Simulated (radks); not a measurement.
Results of a calculation; reference values are marked as such.
Question: Radial electron density D(r) = 4 pi r^2 rho(r) of an atom or ion with 31 electrons. Code: a radial shooting solver on a logarithmic mesh with Libxc functionals. Model: scalar-relativistic Kohn-Sham, PBEsol, spin-polarised, spherical densities, point nucleus.

```
   r/bohr * D(r) (the largest magnitude, 90, reaches the edge; | marks zero)
 0.002521 |     *
 0.003362 |        *
 0.004485 |             *
 0.005981 |                   *
 0.007978 |                          *
  0.01056 |                                  *
  0.01408 |                                        *
  0.01878 |                                          *
  0.02504 |                                        *
   0.0334 |                                    *
   0.0442 |                                      *
  0.05895 |                                              *
  0.07862 |                                                      *
   0.1049 |                                                 *
   0.1399 |                                      *
   0.1851 |                                       *
   0.2468 |                                            *
   0.3292 |                                *
   0.4391 |             *
   0.5856 |    *
    0.781 | *
    1.033 *
    1.378 *
    1.838 *
    2.452 *
     3.27 *
    4.327 *
```

What is the nuclear charge?

Answer: Z = 54. The innermost maximum, from 1s, lies near gamma/Z bohr with gamma = sqrt(1 - (Z/c)^2) = 0.919, here 0.017 bohr (found: 0.0185), and its height grows with Z. The density is that of the xenon ion Xe23+ in [Ar] 3d10 4s2 7d1; the configuration itself is not fixed sharply by these data, and Z only to a few units. D(r) has 5 maxima, at r = 0.0185, 0.0825, 0.241, 1.62, 2.83 bohr, and minima at 0.0365, 0.159, 1.27 bohr, inside which lie 1.99, 11.21, 30.10 electrons.
